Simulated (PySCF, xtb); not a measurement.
CH4ClFOSi2, SMILES O=C([SiH2]F)[SiH2]Cl.

GFN2-xTB (xtb) at its own geometry gives an orbital gap of 1.79 eV and a dipole moment of 0.59 D.

Geometry optimised at PBE0-D3(BJ)/def2-SVP. This is a generated structure with no PubChem entry under its InChIKey; it may be hypothetical. Other conformers were not sampled.

Question: What does HF/def2-TZVP run with PySCF give? (Estimate from the structure and the level; the computed values follow.)

Answer: gap 11.83 eV (levels -10.28 and 1.55 eV), dipole 0.62 D.
